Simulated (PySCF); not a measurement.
**Static response to an electric field**

Compound: C4H10O2S.
Cartesian coordinates in Å at the GFN2-xTB level; atoms count from 1:
```xyz
17
C4H10O2S angstrom
C     -1.4121    1.3892   -0.4256
C     -0.6519    0.2909    0.2892
C     -1.1573   -1.0962   -0.0379
S      1.0769    0.4300   -0.3126
C      2.0277   -0.8176    0.6180
O      1.5865    1.7244    0.0526
O      1.1124    0.0690   -1.7041
H     -0.9432    2.3491   -0.2232
H     -1.3780    1.2103   -1.4981
H     -2.4509    1.4230   -0.1018
H     -0.6021    0.4780    1.3613
H     -0.9297   -1.3146   -1.0792
H     -0.6892   -1.8495    0.5907
H     -2.2349   -1.1550    0.1039
H      1.8102   -0.6932    1.6706
H      3.0757   -0.6252    0.4248
H      1.7528   -1.8005    0.2615
```

Level: CAM-B3LYP/def2-SVPD (PySCF), static field, nuclei fixed, core orbitals frozen in the response. The polarisability tensor in these axes (au):

```
x   82.69 -2.27  2.19
y   -2.27 75.17 -2.47
z    2.19 -2.47 67.91
```

What are the eigenvalues, a third of the trace, and Δα (Δα² = ½Σ(αi − αj)² over the three pairs)?

Principal values 67.01, 74.95 and 83.81 au; mean 75.26 au = 11.15 Å³ = 12.41 × 10⁻⁴⁰ C²·m²/J; Δα = 14.56 au (19 % of the mean).

What is the dipole moment, and where does it point?

(-2.17, -2.98, 3.11) D, 4.82 D in size, pointing from the negative to the positive side. Measured along this direction, the outermost atoms are O6 and O7 at the negative end and H13 and H14 at the positive end.

In TDDFT the mean static polarisability is Σ f/ω² over all singlet excitations (ω in hartree). How much of it do the 8 lowest give? Their energies (eV) and oscillator strengths: 7.64, 0.0107; 8.20, 0.0179; 8.23, 0.1352; 8.46, 0.0104; 8.61, 0.0527; 8.71, 0.0050; 8.77, 0.0452; 8.88, 0.0069.

They add up to 3.00 au, 4.0 % of the 75.26 au; the largest single term is 1.48 au, from the state at 8.23 eV. Terms in order: 0.14, 0.20, 1.48, 0.11, 0.53, 0.05, 0.44, 0.06 au. Higher excitations give the rest. The strengths listed sum to 0.284.

Give the eigenvalues of the traceless quadrupole moment Θ = ½Σq(3rr − r²1), origin at the centre of nuclear charge.

-7.72, -4.32, 12.04 D·Å. The values depend on the origin, since the dipole doesn't vanish. The electronic extent ⟨r²⟩ about the same centre is 880 bohr², a root-mean-square distance of 1.93 Å for the 66 electrons.

Give the principal axes and the span of the nuclei along them.

Largest value along (0.94, -0.30, 0.18), where the nuclei span 5.89 Å; middle along (0.33, 0.92, -0.22), 4.15 Å; least along (-0.10, 0.26, 0.96), 3.21 Å. The response follows the extents in order.

What molar refraction does this α imply?

Lorentz–Lorenz: R = (4π/3)N_A α = 2.5225 cm³/(mol·Å³) × 11.15 Å³ = 28.1 cm³/mol, in the limit of long wavelengths.

Orientational against electronic polarisability at 273 K (dilute gas, rigid molecules)?

In Gaussian units μ²/3kT = 205.85 Å³ against 11.15 Å³, a ratio of 18.46; the Debye molar polarisation (4π/3)N_A(α + μ²/3kT) is 547.4 cm³/mol, leaving out the vibrational part.

Geometry: GFN2-xTB, one conformer, isolated molecule.

These values come from a run that also computed excited states. Time: 72 s of wall time. Hardware: Arm Neoverse V2, one thread, shared host.
